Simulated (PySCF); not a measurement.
Species: dibromodichloromethane, CBr₂Cl₂.
Z-matrix (Å and degrees, PBE0-D3(BJ)/def2-SVP geometry), rows numbered from 1:
```
Cl
C   1  1.7621
Cl  2  1.7634  1  109.88
Br  2  1.9434  1  109.47  3  -120.17
Br  2  1.9427  1  109.47  3   120.26
```

Computed with PySCF at B3LYP/def2-SVPD, non-relativistic, on one gas-phase PBE0-D3(BJ)/def2-SVP geometry that isn't relaxed in the solvent. The solvent is an IEF-PCM continuum (van der Waals radii × 1.2), and excitations are vertical TDDFT with non-equilibrium linear response and a frozen core. Specific hydrogen bonds and non-electrostatic terms are outside this model. Spin–orbit coupling is left out although an atom past zinc is present.

Gas-phase singlets (H = HOMO, L = LUMO):

```tsv
state	E (eV)	λ (nm)	f	leading configurations
S1	4.540	273	0.003	H→L 99%
S2	4.704	264	0.000	H-1→L 99%
S3	4.912	252	0.002	H-2→L 98%
S4	5.529	224	0.010	H-3→L 52%, H→L+1 46%
S5	5.736	216	0.000	H→L+1 53%, H-3→L 47%
```

Question: Give the list for acetone (ε = 20.49), n² = 1.85.

Answer: 
| state | E (eV) | λ (nm) | f | leading configurations | change by rank (eV) |
| --- | --- | --- | --- | --- | --- |
| S1 | 4.598 | 270 | 0.004 | H→L 99% | +0.058 |
| S2 | 4.766 | 260 | 0.000 | H-1→L 99% | +0.062 |
| S3 | 4.974 | 249 | 0.002 | H-2→L 98% | +0.062 |
| S4 | 5.579 | 222 | 0.012 | H-3→L 52%, H→L+1 46% | +0.050 |
| S5 | 5.797 | 214 | 0.000 | H→L+1 53%, H-3→L 46% | +0.061 |

Question: The ground-state energy changes by -0.063 eV from gas to acetone. By how much does the total energy of gas-phase S1 change?

Answer: E(S1) = E(S0) + excitation energy, so it changes by -0.063 + 0.058 = -0.005 eV: it is lowered less than the ground state, which is what a blue shift means. This is the vertical state, with the slow part of the continuum still set for S0.

Question: How do the frontier levels move from gas to acetone?

Answer: 
```json
{"orbital": "LUMO+2", "gas (eV)": "-0.84", "solvent (eV)": "-0.75", "change (eV)": "+0.09", "Löwdin shares, gas": "C2 33 %, Cl3 27 %, Cl1 25 %, Br5 8 %", "Löwdin shares, solvent": "C2 33 %, Cl3 26 %, Cl1 25 %, Br5 8 %"}
{"orbital": "LUMO+1", "gas (eV)": "-1.42", "solvent (eV)": "-1.32", "change (eV)": "+0.10", "Löwdin shares, gas": "C2 34 %, Br5 28 %, Br4 28 %, Cl1 5 %", "Löwdin shares, solvent": "C2 35 %, Br5 27 %, Br4 27 %, Cl1 5 %"}
{"orbital": "LUMO", "gas (eV)": "-2.52", "solvent (eV)": "-2.41", "change (eV)": "+0.11", "Löwdin shares, gas": "Br4 28 %, Br5 28 %, C2 22 %, Cl3 11 %", "Löwdin shares, solvent": "Br4 28 %, Br5 28 %, C2 23 %, Cl3 11 %"}
{"orbital": "HOMO", "gas (eV)": "-8.17", "solvent (eV)": "-8.13", "change (eV)": "+0.04", "Löwdin shares, gas": "Br4 45 %, Br5 45 %, Cl3 5 %, Cl1 5 %", "Löwdin shares, solvent": "Br4 45 %, Br5 45 %, Cl3 5 %, Cl1 5 %"}
{"orbital": "HOMO-1", "gas (eV)": "-8.35", "solvent (eV)": "-8.31", "change (eV)": "+0.04", "Löwdin shares, gas": "Br4 36 %, Br5 36 %, Cl3 14 %, Cl1 13 %", "Löwdin shares, solvent": "Br4 36 %, Br5 36 %, Cl3 13 %, Cl1 13 %"}
{"orbital": "HOMO-2", "gas (eV)": "-8.54", "solvent (eV)": "-8.50", "change (eV)": "+0.04", "Löwdin shares, gas": "Br5 29 %, Br4 28 %, Cl3 21 %, Cl1 21 %", "Löwdin shares, solvent": "Br5 29 %, Br4 28 %, Cl3 21 %, Cl1 21 %"}
{"orbital": "HOMO-3", "gas (eV)": "-9.19", "solvent (eV)": "-9.15", "change (eV)": "+0.04", "Löwdin shares, gas": "Br5 37 %, Br4 37 %, C2 11 %, Cl1 7 %", "Löwdin shares, solvent": "Br5 37 %, Br4 37 %, C2 11 %, Cl1 7 %"}
```

The HOMO–LUMO gap goes from 5.65 to 5.72 eV.

Time: 23 s; peak memory 0.71 GiB. Hardware: one thread, Arm Neoverse N1 (aarch64) (shared host). This is the whole response run at B3LYP/def2-SVPD in acetone, SCF included.
